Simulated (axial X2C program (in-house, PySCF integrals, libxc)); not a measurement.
**Correcting the dissociation energy of CaTe⁺ for spin–orbit coupling**

A spin-free CCSD(T) curve (one-electron X2C) was computed with an axial X2C code built on PySCF integrals, basis Te dyall-cv3z [11s12p8d4f1g], Ca dyall-cv3z [11s12p6d4f] (cores contracted in-house), for the state M_S = 1/2, Λ = 1 (beyond evenly filled blocks: π+α, π+β, π-α). It gives D0 = 1.945 eV to Te + Ca+, which in a spin-free picture are the weighted means of the ground terms.

Correlated methods: 7 electrons correlated (number of frozen shells: Te 4 s, 3 p, 2 d; Ca 3 s, 2 p), 301 virtual spin orbitals or spinors in MP2, 84 natural virtuals in coupled cluster.

Measured levels of the ground terms (NIST Handbook of Basic Atomic Spectroscopic Data), in cm⁻¹: Te 3P: J = 2 at 0, J = 0 at 4706.5, J = 1 at 4750.7; Ca+ 2S: J = 1/2 at 0.

The two components of the molecular doublet are 2713 cm⁻¹ apart in the PBE0 2c search (Ω = 3/2 lower), so the lower one lies 1356 cm⁻¹ under their mean.

(1) How far does each ground level lie under the (2J+1)-weighted mean of its term?

(2) Correct D0.

Second-order spin–orbit effects in the molecule, which grow quickly with Z, are left out. The state is one determinant whose occupation by symmetry is held fixed; it was picked as the lowest of a PBE0 search that is not exhaustive. Dissociation energies refer to the lowest single-determinant-based atoms at the same level and basis. Coupled cluster ran in a truncated set of natural virtual spinors; the MP2 energy of the rest was added. (T) has no such correction and the atoms are truncated less, which lowers De at CCSD(T) by a hundredth of an eV or more. The outer-core s and p shells of the metal are frozen in the correlated rows, which leaves out core–valence correlation; for alkali and alkaline-earth bonds that tends to lengthen them. With the outer-core shells frozen, correlated bond lengths of heavy atoms tend to come out a few hundredths of an ångström too long.

## Answers

(1) Te: (5 × 0 + 1 × 4706.5 + 3 × 4750.7)/9 = 2107 cm⁻¹; Ca+: a single level, 0.

(2) D0 = 1.945 + (1356 − 2107)/8065.5 = 1.852 eV at CCSD(T) with these spin–orbit terms. The direct two-component run, taken to the lowest atomic determinants of a wider search where it found them, gives 1.849 eV; the difference holds second-order terms in the molecule, scalar two-electron terms, the gap between measured and computed atomic splittings (a 2c atom can miss part of its lowering) and, in coupled cluster, the truncation of each run.
